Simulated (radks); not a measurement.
The numbers below are computed, except where a source is named.
Q: The platinum ion Pt2+ is in [Xe] 4f14 5d(3/2: 4, 5/2: 4). Level of theory: Dirac Kohn-Sham, relativistic LDA (MacDonald-Vosko exchange, VWN5 correlation), spin-unpolarised, spherical densities, finite nucleus; Fermi nuclear charge, rms radius of each element as measured or else 0.836 A^(1/3) + 0.57 fm (a radial shooting solver on a logarithmic mesh with Libxc functionals). Sub-shells are occupied by j as written (lower j first in brackets). One electron is removed from 5p1/2, 5d5/2, 5p3/2, 5d3/2 in turn, with full relaxation. Which removal costs least, and what does each cost?

A: 5d5/2 31.761 eV; 5d3/2 33.407 eV; 5p3/2 80.331 eV; 5p1/2 95.771 eV. The 5d5/2 electron leaves first.
